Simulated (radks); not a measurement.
Neutral iodine, configuration [Kr] 4d10 5p5 4f2 (not the ground configuration). All-electron calculation, Dirac Kohn-Sham, BLYP, spin-unpolarised, spherical densities, point nucleus; open shells fill j = l - 1/2 first. Program: a radial shooting solver on a logarithmic mesh with Libxc functionals.

Spin-orbit splittings of the eigenvalues, e(l+1/2) - e(l-1/2), with zeta = 2 splitting/(2l+1) and mean radii in bohr:

shell,occ.,splitting (eV),zeta (eV),<r> j=l-1/2,<r> j=l+1/2
2p,6,298.9,199.3,0.09845,0.1041
3p,6,56.23,37.49,0.3040,0.3156
3d,10,11.83,4.731,0.2865,0.2901
4p,6,11.00,7.333,0.7719,0.8000
4d,10,1.732,0.6929,0.9098,0.9209
4f,2,0.001471,0.0004203,9.962,9.995
5p,5,1.345,0.8966,2.135,2.217
5d,0,0.1053,0.04214,3.441,3.483
